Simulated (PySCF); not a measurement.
**State search for ZnSi⁺**

Unrestricted PBE0; PySCF, no relativity, basis sets Zn def2-SVP, Si def2-SVP. Outer shells of the fragments: Zn 3d10 4s2; Si+ 3s2 3p1.

Followed along the bond (rough minima from three points):

```json
{"2Ms+1": "2", "unpaired": "π ↑", "⟨S²⟩ at the start": "0.76", "R at minimum (Å)": "2.54", "Te (eV)": "0.00"}
{"2Ms+1": "2", "unpaired": "σ ↑", "⟨S²⟩ at the start": "0.75", "R at minimum (Å)": "none in the scan", "Te (eV)": "≤ 1.19"}
{"2Ms+1": "4", "unpaired": "σ ↑, π ↑↑", "⟨S²⟩ at the start": "3.76", "R at minimum (Å)": "none in the scan", "Te (eV)": "≤ 1.60"}
```

Solutions found at the starting distance of 2.405 Å, counted from the lowest of them; the search is not exhaustive and high or unbound solutions are not listed, so other states can lie among these:

| 2Ms+1 | unpaired | term | E (eV) | ⟨S²⟩ | ⟨Lz²⟩ | μ (D) |
| --- | --- | --- | --- | --- | --- | --- |
| 2 | π ↑ | ²Π | 0.00 | 0.76 | 1.01 | 0.12 |
| 2 | σ ↑ | ²Σ⁺ | 1.50 | 0.75 | 0.00 | 4.07 |
| 4 | σ ↑, π ↑↑ | ⁴Σ⁻ | 1.59 | 3.76 | 0.00 | -1.48 |
| 2 | σ ↑, π ↑↓ | mixed | 2.20 | 1.77 | 2.02 | -1.47 |
| 2 | σ ↓, π ↑↑ | mixed | 2.20 | 1.77 | 0.00 | -1.59 |
| 4 | σ ↑↑, π ↑ | ⁴Π | 2.24 | 3.75 | 1.00 | 2.69 |
| 2 | σ ↑ | mixed | 3.10 | 0.76 | 2.00 | -1.26 |
| 4 | σ ↑, π ↑↑ | mixed | 5.94 | 3.76 | 2.01 | 2.53 |
| 2 | π ↑ | ²Π | 6.28 | 0.82 | 1.01 | -2.99 |

A term symbol is given only where ⟨S²⟩ and ⟨Lz²⟩ are close to those of a pure state; real π, δ and φ orbitals otherwise mix terms. A positive dipole points towards Si; it is taken about the centre of mass and depends on that origin.

Counting both spins, an empty level lies below a filled one in some of these solutions, because spin and occupation are held.
